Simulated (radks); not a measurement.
Q: Species: As X. Configuration: [He] 2s2 2p5 3s2 3p6 3d7 (not the ground configuration). All-electron calculation, scalar-relativistic Kohn-Sham, LDA (Slater exchange, Perdew-Wang correlation), spin-polarised, spherical densities, finite nucleus; open shells are filled with parallel spins first; Fermi nuclear charge, rms radius 4.0968 fm. Program: a radial shooting solver on a logarithmic mesh with Libxc functionals. Some entries of the table are withheld. Estimate them.

orbital,occ.,eigenvalue (hartree),r(max) (bohr)
1s up,1,-441.4843,0.02978
1s down,1,-441.2602,0.02977
2s up,1,-64.47724,0.1692
2s down,1,-64.04518,0.1692
2p up,3,-58.13556,0.1350
2p down,2,-57.67516,0.1351
3s up,1,-14.57215,0.5041
3s down,1,-14.35197,0.5060
3p up,3,-12.49385,(1)
3p down,3,-12.27050,(2)
3d up,5,-9.04892,0.4268
3d down,2,-8.80919,0.4313

A: 
(1) 3p up r(max) (bohr): 0.4959
(2) 3p down r(max) (bohr): 0.4984
